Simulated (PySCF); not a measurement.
Vertical excitations of a molecule C2H8N2Si from TDA-PBE/def2-SVPD run with PySCF, as energy in eV (oscillator strength): 4.40 (0.005), 4.87 (0.001), 5.72 (0.043), 6.18 (0.011), 6.26 (0.038), 6.35 (0.044), 6.59 (0.063), 6.65 (0.020), 6.75 (0.020), 6.87 (0.028). Lowest triplet (TDA): 4.27 eV. Geometry: r2SCAN-D4/def2-SVP. One conformer was computed; it need not be the lowest.

Q: Pick the molecule that these values belong to.
A) C=C[SiH](N)N
B) C/C=N/[SiH2]N
C) N[SiH]1CNC1
D) C/N=C/[SiH2]N

A: A, C=C[SiH](N)N
